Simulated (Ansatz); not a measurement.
A run for Ansatz (a quantum-chemistry and plane-wave program): R-PBE0/def2-TZVPP on CH4OSi (SMILES C[Si]O), a point of a torsion scan.

Ansatz 0.2 input:
```yaml
crystal:
  periodic: [false, false, false]
  atoms:
    - {symbol: C, position_ang: [0.86202318, -0.07755930, 0.02276109]}
    - {symbol: Si, position_ang: [-0.55863252, 1.21321955, -0.11881209]}
    - {symbol: O, position_ang: [-1.72650831, 0.42393140, -0.92962733]}
    - {symbol: H, position_ang: [0.63193702, -1.04163350, -0.44042705]}
    - {symbol: H, position_ang: [1.77259262, 0.29907371, -0.44255428]}
    - {symbol: H, position_ang: [1.10730584, -0.26757332, 1.06738822]}
    - {symbol: H, position_ang: [-1.69508151, -0.47948069, -1.25465214]}
basis:
  gaussian:
    orbitals: def2-TZVPP
hamiltonian:
  xc: {name: PBE0}
scf: {lower_state_search: off}
```

It printed:

```
WARN ansatz: RAYON_NUM_THREADS=1 ignored (pool sized by the plan → 1); use --threads N
Functional definition: PBE0
these checks for a lower state are left out or cut short: stability, starts, cluster_reference, orbital_swaps, neighbouring_geometries, increment
integrals: 0.06 GiB planned
858 factors; their error is unknown
mean field: 0.58 GiB planned
mean field evaluation 1: about -11012.0475 eV, gradient 7.1e1 eV
mean field evaluation 2: about -10999.7044 eV, gradient 1.0e2 eV
mean field evaluation 4: about -11021.5683 eV, gradient 5.7e0 eV
mean field evaluation 8: about -11021.6424 eV, gradient 2.8e-2 eV
mean field evaluation 16: about -11021.6603 eV, gradient 7.6e-6 eV
mean field -11021.66033937 eV, -405.0385467223 hartree, gradient 1.7e-6 eV, S^2 0.000000; 0 other end points of the search recorded, 0 dependent functions left out
reference -11021.66036572 eV, -405.0385476907 hartree; 16, 16 occupied and 144, 144 virtual orbitals, 858 factors
Total energy: -11021.66036572 eV, -405.0385476907 hartree
Checks for a lower state left out: stability, starts, cluster_reference, orbital_swaps, neighbouring_geometries, increment
```

Self-consistency was reached.

Cost: about 2.4 core-seconds (a rough figure).
